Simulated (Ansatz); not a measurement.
Consider the redistribution: `O[SiH](Cl)O[Si](O)(F)F` + `[OH][Sn][Br]` → `O[SiH](O)O[Si](O)(F)F` + `[Cl][Sn][Br]`.

Isolated molecules relaxed with PBE0-D4/def2-TZVP in Ansatz; ΔE leaves out vibrations. CBS: MP2 limit from def2 TZ/QZ plus the TZ coupled-cluster correction, frozen cores. DFT in def2-TZVPP. def2 core potentials past Kr. For Br, Sn outer-core shells are correlated without core-valence functions, which leaves a few kJ/mol of doubt a bond. Scalar relativity is left out up to krypton. One conformer a species, not always the lowest.

`O[SiH](Cl)O[Si](O)(F)F`:

Z-matrix (Å, degrees):
```
Si
Cl 1 2.045
O 1 1.638 2 107.0
O 1 1.621 2 111.3 3 121.3
H 1 1.465 2 109.4 3 -118.7
Si 3 1.601 1 137.8 2 82.9
H 4 0.962 1 117.4 2 -72.6
F 6 1.575 3 111.3 1 -111.5
O 6 1.622 3 107.5 1 10.0
F 6 1.574 3 110.0 1 131.4
H 9 0.958 6 119.8 3 -173.0
```

`[OH][Sn][Br]`:

```xyz
4

O     0.558   -0.151   -0.843
Sn   -0.052    0.798    0.777
Br   -1.760   -0.942    1.399
H     1.255    0.295   -1.334
```

`O[SiH](O)O[Si](O)(F)F`:

Cartesian coordinates in Å:
```
O -0.304 -2.670 -0.710
Si -0.263 -1.084 -1.045
O 1.275 -0.608 -1.302
O -0.867 -0.194 0.207
Si -0.531 1.085 1.094
O 0.826 1.755 0.500
F -0.336 0.694 2.609
F -1.717 2.122 1.071
H 0.371 -3.033 -0.134
H -1.148 -0.886 -2.200
H 1.516 0.268 -0.984
H 1.177 2.553 0.896
```

`[Cl][Sn][Br]`:

Z-matrix (Å, degrees):
```
Sn
Cl 1 2.363
Br 1 2.518 2 98.8
```

```json
{"level": "r2SCAN-D4", "ΔE (kcal/mol)": "-18.8", "difference from CCSD(T)/CBS": "0.0"}
{"level": "ωB97M-V", "ΔE (kcal/mol)": "-19.0", "difference from CCSD(T)/CBS": "-0.2"}
{"level": "B2PLYP", "ΔE (kcal/mol)": "-19.4", "difference from CCSD(T)/CBS": "-0.6"}
{"level": "r2SCAN", "ΔE (kcal/mol)": "-18.9", "difference from CCSD(T)/CBS": "-0.1"}
{"level": "PBE0", "ΔE (kcal/mol)": "-19.7", "difference from CCSD(T)/CBS": "-0.9"}
{"level": "MP2/def2-TZVPP", "ΔE (kcal/mol)": "-18.4", "difference from CCSD(T)/CBS": "0.4"}
{"level": "SCS-MP2/def2-TZVPP", "ΔE (kcal/mol)": "-18.7", "difference from CCSD(T)/CBS": "0.1"}
{"level": "SCS-MP2/def2-QZVPP", "ΔE (kcal/mol)": "-18.7", "difference from CCSD(T)/CBS": "0.1"}
{"level": "HF/CBS(def2)", "ΔE (kcal/mol)": "-23.5", "difference from CCSD(T)/CBS": "-4.7"}
{"level": "CCSD/CBS(def2)", "ΔE (kcal/mol)": "-19.6", "difference from CCSD(T)/CBS": "-0.8"}
{"level": "CCSD(T)/CBS", "ΔE (kcal/mol)": "-18.8", "difference from CCSD(T)/CBS": "0"}
```

Largest T1 diagnostic among the species: 0.015.

In def2-TZVPP, CCSD(T) changes the Hartree–Fock value by +4.8 kcal/mol (the triples alone add +0.8 kcal/mol) and MP2 by +5.1 kcal/mol. From PBE to PBE0 (25 % exact exchange), in def2-TZVPP and without D4, ΔE moves by −1.8 kcal/mol.
